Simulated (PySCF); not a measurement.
Species: `[H]/N=C\c1nscc1C#N`. The columns A, B, C and D hold Mulliken, IAO, Hirshfeld and ESP-fitted charges (e) of one PBE0/pcSseg-1 density (PySCF), in a shuffled order. Coordinates in Å (GFN2-xTB); the density's dipole moment is (3.96, -2.49, 0.80) D.

```
atom       x       y       z       A       B       C       D
  N1   0.463   2.937  -0.889  -0.434  -0.217  -0.222  -0.198
  C2   0.627   1.853  -0.557  +0.420  +0.136  +0.120  +0.079
  C3   0.810   0.521  -0.150  -0.303  -0.099  -0.157  -0.014
  C4   2.022  -0.094   0.049  -0.168  -0.292  -0.172  -0.049
  S5   1.765  -1.714   0.534  +0.250  +0.589  +0.485  +0.233
  N6   0.151  -1.596   0.482  -0.416  -0.451  -0.510  -0.174
  C7  -0.253  -0.402   0.117  +0.443  +0.087  +0.185  +0.051
  C8  -1.679  -0.087   0.007  +0.156  +0.020  +0.132  +0.040
  N9  -2.640  -0.863   0.232  -0.621  -0.389  -0.294  -0.204
 H10   3.004   0.318  -0.065  +0.232  +0.199  +0.129  +0.077
 H11  -1.907   0.929  -0.303  +0.097  +0.158  +0.125  +0.052
 H12  -2.362  -1.802   0.518  +0.344  +0.259  +0.178  +0.108
```

Problem. Which column most likely holds the ESP-fitted charges?

Solution. A. Σ q r misses the density's dipole by 0.02 D (A), 0.88 D (B), 1.24 D (D), 1.50 D (C). Charges fitted to the outside potential are the only set here that is tied to the molecule's multipoles.

Problem. And the Hirshfeld charges?

Solution. D. The mean sizes are 0.107 e (D), 0.226 e (C), 0.241 e (B), 0.324 e (A), and Hirshfeld charges are commonly the smallest of these schemes.

As computed, A = ESP-fitted, B = IAO, C = Mulliken, D = Hirshfeld. Hydrogens on carbon: ESP-fitted +0.10 to +0.23, IAO +0.16 to +0.20, Mulliken +0.13 to +0.13, Hirshfeld +0.05 to +0.08 e.

The Mulliken scheme gives each basis function's population to the atom it is centred on and halves the overlap population of two atoms between them. The ESP scheme fits charges at the nuclei, held to the total charge, to the electrostatic potential on points at 1.4 to 2.0 times the van der Waals radii.

Isolated species at its GFN2-xTB geometry (one conformer only).

Conformer computed: `[H]/[N:9]=[CH:8]\[c:7]1[c:3]([C:2]#[N:1])[cH:4][s:5][n:6]1`: N6–C7–C8–N9 0°.
